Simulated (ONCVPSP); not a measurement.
**Before and after: ONCV potential for Bi**

```
Element                 : bismuth (Bi)
Generator               : ONCVPSP 4.0.1
Type                    : optimised norm-conserving Vanderbilt (ONCV)
Functional              : PBEsol
Relativity              : fully relativistic
Frozen core             : [Kr] 4d10 4f14
Valence charge          : 23
Reference configuration : 5s2 5p6 5d10 6s2 6p3
Partial waves           : 5s+6s: rc 1.20 bohr, ncon 4, nbas 7, qcut 8.3 1/bohr, 2 projectors; 5p+6p: rc 1.50 bohr, ncon 4, nbas 8, qcut 8.3 1/bohr, 2 projectors; 5d: rc 1.20 bohr, ncon 4, nbas 7, qcut 7.1 1/bohr, 2 projectors, debl 1.8 Ha
Local potential         : polynomial inside 1.20 bohr (lpopt 1, dvloc0 0 Ha)
Core correction         : Teter function fitted to the true core (icmod 2), fcfact 0.5
```

Open shells are filled in proportion to 2j + 1.

Change: p: rc 1.66.

Cutoffs: the cutoffs (Ha) at which the residual kinetic energy of the hardest occupied pseudo-wave falls to 1 and 0.1 mHa per electron; they do not see the model core or the augmentation charge, which bear on the density cutoff. Errors are all-electron minus pseudo energies relative to the spin-unpolarised reference configuration.

**Question.** Predict the effect on cutoff, ghosts and configuration errors.

**Answer.** The potential gets neither clearly harder nor softer (35 Ha and 83 Ha → 35 Ha and 83 Ha); of the 4 tests that both files solve, the error grows in 1 and shrinks in 0 by more than 15 % and 0.3 meV (median size 0.8 → 1.3 meV); neither file shows a bound ghost.

| quantity | base | changed |
| --- | --- | --- |
| cutoff, loose | 35 Ha | 35 Ha |
| cutoff, tight | 83 Ha | 83 Ha |
| loose cutoff by channel | s 35 Ha, p 23 Ha, d 26 Ha | s 35 Ha, p 23 Ha, d 26 Ha |
| bound ghosts | none | none |
| GHOST(+) flags under 300 eV | none | none |
| error for 5s2 5p6 5d10 6s2 6p2, meV [ΔE 8.10 eV] | +0.3 | +0.1 |
| error for 5s2 5p6 5d10 6s2 6p1, meV [ΔE 23.57 eV] | +0.2 | -0.3 |
| error for 5s2 5p6 5d10 6s2 6p0, meV [ΔE 47.14 eV] | -1.3 | -2.4 |
| error for 5s1 5p6 5d10 6s2 6p3, meV [ΔE 165.44 eV] | -143 | -135 |
| s: phases at 1.22 bohr within 0.05 rad from the reference energy up to (Ha; the scan ends near 5) | to the end of the scan | to the end of the scan |
| d5/2: phases at 1.22 bohr within 0.05 rad from the reference energy up to (Ha; the scan ends near 5) | to the end of the scan | to the end of the scan |
| d3/2: phases at 1.22 bohr within 0.05 rad from the reference energy up to (Ha; the scan ends near 5) | to the end of the scan | to the end of the scan |
| rms error of d²Exc/dni dnj with the model core, mHa | 3.43 | 3.42 |
